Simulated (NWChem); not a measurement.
BNH3Cl; SMILES ClBN

```xyz
6

B     -0.5800     0.5139     0.0000
H     -1.7612     0.6555     0.0000
Cl     0.0853    -1.1441     0.0000
N      0.2831     1.6023     0.0000
H     -0.0555     2.5545     0.0000
H      1.2912     1.5168     0.0000
```
Atoms are numbered in this order, from 1.

The geometry was optimised at B3LYP/6-31G* (spherical d).

Question: Give the principal values of the shielding tensors (ppm) of B1, Cl3, N4 from B3LYP/6-311G** (spherical d), GIAO (NWChem), with their diamagnetic and paramagnetic parts as GIAO splits them.

Answer: 
| atom | σ11 | σ22 | σ33 | isotropic | diamagnetic | paramagnetic |
|---|---|---|---|---|---|---|
| B1 | 34.5 | 60.6 | 103.4 | 66.2 | 197.6 | -131.4 |
| Cl3 | 604.7 | 943.0 | 957.8 | 835.1 | 1147.9 | -312.8 |
| N4 | 56.4 | 200.4 | 209.1 | 155.3 | 314.3 | -159.0 |
